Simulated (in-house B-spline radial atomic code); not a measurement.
**Ionising Si²⁺ with different functionals**

Computed with a radial B-spline atomic code at the basis-set limit: scalar-relativistic (spin-free X2C) Hamiltonian, Fermi nucleus of rms radius 3.1224 fm, spin-polarised at highest spin, spherical fractional occupations for the functionals, and exact exchange of hybrids averaged over the configuration. The ionisation energy is the difference of two self-consistent energies, [Ne] 3s2 → [Ne] 3s1, without Breit or QED terms; ε is the level of the shell that loses the electron (its least bound occupied spin orbital).

```tsv
method	rung	ΔSCF (eV)	-ε(3s) (eV)
PBE0	global hybrid	33.31	29.69
B3LYP	global hybrid	33.61	29.56
TPSSh	global hybrid	33.23	29.06
BHandHLYP	global hybrid	33.35	30.77
r2SCAN0	global hybrid	32.97	29.80
B97-1	global hybrid	?	?
HSE06	range-separated hybrid	?	?
wB97X	range-separated hybrid	33.21	32.18
CAM-B3LYP	range-separated hybrid	33.61	31.19
LC-wPBE	range-separated hybrid	33.31	32.60
```

What does B97-1 give?

ΔSCF 33.58 eV, and -ε(3s) = 29.43 eV.

What does HSE06 give?

ΔSCF 33.32 eV, and -ε(3s) = 29.31 eV.

Among the functionals, which spreads more, the ΔSCF values or the orbital energies?

The orbital energies: ΔSCF values span about 0.64 eV and the orbital energies 3.55 eV; here energy differences depend much less on the functional than eigenvalues do.

How do they compare with the NIST value?

NIST lists 33.493 eV (measured, ground level to ground level). Errors run from -0.52 to +0.12 eV; B97-1 is closest (+0.09 eV), but part of that can be cancellation, since the calculations leave out Breit-QED terms, the near-degeneracy of s² and p².
